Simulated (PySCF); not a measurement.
ClSi, SMILES [Si]Cl (connectivity only; charge and spin as stated), charge +1, multiplicity 1. Geometry: PBE0-D3(BJ)/def2-TZVPD.

All values below come from PBE0-D3(BJ)/def2-TZVPD (PySCF).

Harmonic wavenumbers (cm⁻¹): 670. Rotational constants (GHz): 8.437 (linear); symmetry number 1.

Task: Work out the zero-point energy and the ideal-gas rigid-rotor harmonic-oscillator thermochemistry at 298.15 K and 1 atm.

Result: ZPE = ½ Σ hcν = ½ × 670 cm⁻¹ = 0.96 kcal/mol. H − E(el) = 3.11 kcal/mol. Entropy in cal/(mol K): translation 38.37, rotation 15.11, vibration 0.34, total 53.82. G − E(el) = -12.94 kcal/mol. Cp = 7.84 cal/(mol K).
